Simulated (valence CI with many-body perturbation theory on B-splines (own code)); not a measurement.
**Questions on Gd49+**

Method: valence CI with perturbative core correlation (CI+MBPT): five valence electrons over a frozen Dirac-Fock core [Ne], a basis of 11 s, 11 p, 10 d, 8 f, 5 g, 2 h functions for each j, with the one-electron correlation potential Σ1, the two-electron term Σ2, the three-electron term Σ3, Breit, model QED; selected CI, second order for the rest, scaled by the run's own slope (own B-spline code, finite nucleus).

No measured spectrum was set against this ion. As an estimate, large intervals hold to a few tenths of a per cent, small ones and those within an open d or f shell to about a per cent. Among the levels kept, up to 3200 cm⁻¹ of a level comes from second order outside the variational space, and about a tenth of that is noise between levels of different J, which matters for small intervals.

Levels are named by their leading jj configuration (3d3/2^4 stands for four electrons in 3d with j = 3/2), which in mixed levels can hold well under half, so a name can repeat and another be missing.

Rates and lifetimes use the calculated energies. Strong lines usually hold to 10 to 20 %, long lifetimes can be off by a factor of two.

Task: What is the ground level?

Result: (3s^2 3p1/2^2 3p3/2) J=3/2, composition 46 % 3s²3p³ ²P° + 26 % 3s²3p³ ⁴S° + 26 % 3s²3p³ ²D°, g = 1.361.

Task: Where does the other parity begin?

Result: At (3s^2 3p1/2^2 3d3/2) J=3/2, 1534.5 × 10³ cm⁻¹.

Task: Name the longest-lived excited levels whose lifetime is computed, and their main decay.

Result: (3s^2 3p1/2 3p3/2 3d5/2) J=9/2 at 3286.2 × 10³ cm⁻¹ lives 1.55 μs, mostly by M1 to (3s^2 3p1/2 3p3/2 3d3/2) J=7/2; (3s^2 3p1/2 3p3/2^2) J=5/2 at 1424.9 × 10³ cm⁻¹ lives 116 ns, mostly by M1 to (3s^2 3p1/2^2 3p3/2) J=3/2; (3s^2 3p1/2 3p3/2^2) J=1/2 at 1526.9 × 10³ cm⁻¹ lives 33.2 ns, mostly by M1 to (3s^2 3p1/2^2 3p3/2) J=3/2.

Task: What is the ionisation energy?

Result: 4296.5 eV; NIST lists 4294 ± 4 eV (theoretical).

Task: Among levels below 6935.4 × 10³ cm⁻¹, which E1 lines absorb most strongly from the ground level?

Result: to (3s^2 3p1/2 3p3/2 3d3/2) J=3/2 at 3.123 nm, f = 0.301; to (3s^2 3p1/2 3p3/2 3d3/2) J=5/2 at 3.181 nm, f = 0.270; to (3s^2 3p1/2 3p3/2 3d3/2) J=1/2 at 3.122 nm, f = 0.110.
